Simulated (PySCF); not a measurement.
C₂H₈N (cation, charge +1), SMILES CC[NH3+], CAM-B3LYP/def2-SVP optimised geometry.

```
11

C      1.34     0.32     0.00
C     -0.18     0.32     0.00
N     -0.72    -0.36    -1.24
H      1.69     0.82     0.91
H      1.75    -0.70     0.01
H      1.75     0.87    -0.86
H     -0.60     1.34     0.00
H     -0.60    -0.22     0.86
H     -1.75    -0.36    -1.26
H     -0.40     0.11    -2.10
H     -0.40    -1.34    -1.30
```

Density from CAM-B3LYP/def2-TZVP (PySCF) at that geometry.

Minimum of the electron density along straight lines between bonded atoms, close to the bond critical point (lines longer than 1.1 times the sum of covalent radii, or with two minima, are not listed):

```json
[
 {"bond": "C1–C2", "length / Å": "1.512", "ρ at the minimum / e bohr⁻³": "…", "∇²ρ there / e bohr⁻⁵": "-0.66", "position (fraction from the first atom)": "0.47"},
 {"bond": "C2–N3", "length / Å": "1.513", "ρ at the minimum / e bohr⁻³": "0.223", "∇²ρ there / e bohr⁻⁵": "-0.47", "position (fraction from the first atom)": "0.38"},
 {"bond": "C1–H4", "length / Å": "1.099", "ρ at the minimum / e bohr⁻³": "0.275", "∇²ρ there / e bohr⁻⁵": "-0.95", "position (fraction from the first atom)": "0.65"},
 {"bond": "C1–H5", "length / Å": "1.101", "ρ at the minimum / e bohr⁻³": "0.274", "∇²ρ there / e bohr⁻⁵": "-0.93", "position (fraction from the first atom)": "0.65"},
 {"bond": "C1–H6", "length / Å": "1.101", "ρ at the minimum / e bohr⁻³": "0.274", "∇²ρ there / e bohr⁻⁵": "-0.93", "position (fraction from the first atom)": "0.65"},
 {"bond": "C2–H7", "length / Å": "1.098", "ρ at the minimum / e bohr⁻³": "0.284", "∇²ρ there / e bohr⁻⁵": "-1.02", "position (fraction from the first atom)": "0.66"},
 {"bond": "C2–H8", "length / Å": "1.098", "ρ at the minimum / e bohr⁻³": "0.284", "∇²ρ there / e bohr⁻⁵": "-1.02", "position (fraction from the first atom)": "0.66"},
 {"bond": "N3–H9", "length / Å": "1.030", "ρ at the minimum / e bohr⁻³": "0.327", "∇²ρ there / e bohr⁻⁵": "-1.77", "position (fraction from the first atom)": "0.76"},
 {"bond": "N3–H10", "length / Å": "1.030", "ρ at the minimum / e bohr⁻³": "0.327", "∇²ρ there / e bohr⁻⁵": "-1.75", "position (fraction from the first atom)": "0.75"},
 {"bond": "N3–H11", "length / Å": "1.030", "ρ at the minimum / e bohr⁻³": "0.327", "∇²ρ there / e bohr⁻⁵": "-1.75", "position (fraction from the first atom)": "0.75"}
]
```

Task: What belongs in the gaps?

Result: 
- C1–C2, ρ at the minimum / e bohr⁻³: 0.255
